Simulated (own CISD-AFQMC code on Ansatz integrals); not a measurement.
Isomers of CH5BSi. All species are isolated molecules in the gas phase. One relaxed conformer stands for each flexible species; it need not be the lowest. Strings in code marks are SMILES.

Quantity: electronic energy of isomers of CH5BSi relative to `[H]/B=C\[SiH3]`, in kcal/mol. AFQMC values (own CISD-AFQMC code on Ansatz integrals) carry a statistical error of up to ±0.32 kcal/mol (one standard error) and the bias of the phaseless constraint.

A: `CB=[SiH2]`
B: `C=B[SiH3]`
C: `B1C[SiH2]1`
D: `B=[SiH]C`
E: `B[SiH]=C`

Problem. Put the candidates in order of electronic energy of isomers of CH5BSi relative to `[H]/B=C\[SiH3]`, lowest first, for frozen-core phaseless AFQMC with a CISD trial state/cc-pVDZ // B3LYP-D3(BJ)/def2-TZVP (own CISD-AFQMC code on Ansatz integrals).

Solution. B (4.59 kcal/mol), C (7.81 kcal/mol), E (11.6 kcal/mol), A (14.7 kcal/mol), D (25.6 kcal/mol)
